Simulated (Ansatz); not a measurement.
A set of 12 reactions (stannylene extrusion), with CCSD(T)/CBS values in kJ/mol:

```tsv
reaction	ΔE
`C[O][Sn]([OH])([F])[F]` → `C[O][Sn][F]` + `OF`	443.4
`[F][Sn]([SiH3])([Cl])[Cl]` → `[F][Sn][Cl]` + `[SiH3]Cl`	-7.4
`[CH3][SnH]([OH])[F]` → `[CH3][Sn][F]` + H₂O	51.9
`[NH2][SnH]([OH])[CH]=O` → `C=O` + `[NH2][Sn][OH]`	-61.7
`[F][Sn]([SiH3])([Cl])[Cl]` → `[Cl][Sn][Cl]` + `F[SiH3]`	-70.3
`C[O][Sn]([F])([F])[O]C` → F₂ + `C[O][Sn][O]C`	612.6
`[CH3][Sn]([CH3])([SH])[SH]` → `CC` + `[SH][Sn][SH]`	6.3
`[CH3][SnH]([OH])[F]` → H–F + `[CH3][Sn][OH]`	88.8
`[CH3][Sn]([CH3])([SH])[SH]` → `[CH3][Sn][CH3]` + `SS`	269.3
`[NH2][SnH]([OH])[Cl]` → HCl + `[NH2][Sn][OH]`	64.7
`[BH2][SnH]([OH])[F]` → BH₃ + `[OH][Sn][F]`	-46.2
`[NH2][SnH]([OH])[Cl]` → NH₃ + `[OH][Sn][Cl]`	-30.9
```

Gas-phase electronic energies from Ansatz, PBE0-D4/def2-TZVP geometries. CCSD(T)/CBS adds triple-zeta CCSD(T) − MP2 to the extrapolated MP2 energy (def2 sets, frozen cores). This one scheme is used for every species. DFT in def2-TZVPP. B3LYP here is the variant with VWN-RPA as its local correlation; programs differ in this. def2 core potentials past Kr. For Sn outer-core shells are correlated without core-valence functions, which leaves a few kJ/mol of doubt a bond. One conformer a species, not always the lowest.

(1) Give the mean, mean absolute and largest difference (level minus CCSD(T)/CBS, kJ/mol) for: PBE0-D4, B3LYP-D4, ωB97X-V, PBE, r2SCAN, PBE0, B3LYP, HF/def2-TZVPP, MP2/def2-TZVPP, CCSD/def2-TZVPP, HF/def2-QZVPP, MP2/def2-QZVPP, HF/CBS(def2), MP2/CBS(def2). (An estimate is asked.)

The largest T1 diagnostic in the set is 0.018, for `[OH][Sn][F]` (customary mark 0.02).

CCSD(T)/CBS is a level of theory with its own doubt, and the functionals carry their triple-zeta basis error, so these figures describe this set and don't rank the functionals.

## Answers

(1) Ansatz gave: 
| level | mean | mean absolute | largest |
| --- | --- | --- | --- |
| PBE0-D4 | -5.8 | 9.7 | -31.0 |
| B3LYP-D4 | -27.9 | 27.9 | -51.6 |
| ωB97X-V | 3.3 | 8.6 | 15.6 |
| PBE | -29.4 | 29.4 | -70.5 |
| r2SCAN | -6.6 | 8.0 | -23.4 |
| PBE0 | -12.2 | 12.3 | -34.6 |
| B3LYP | -38.8 | 38.8 | -59.9 |
| HF/def2-TZVPP | -6.1 | 16.8 | 35.1 |
| MP2/def2-TZVPP | -1.4 | 5.4 | -11.5 |
| CCSD/def2-TZVPP | -4.5 | 5.6 | -12.3 |
| HF/def2-QZVPP | -4.9 | 18.8 | 44.7 |
| MP2/def2-QZVPP | 0.4 | 8.0 | 18.8 |
| HF/CBS(def2) | -4.8 | 19.1 | 46.0 |
| MP2/CBS(def2) | 1.0 | 9.0 | 23.6 |
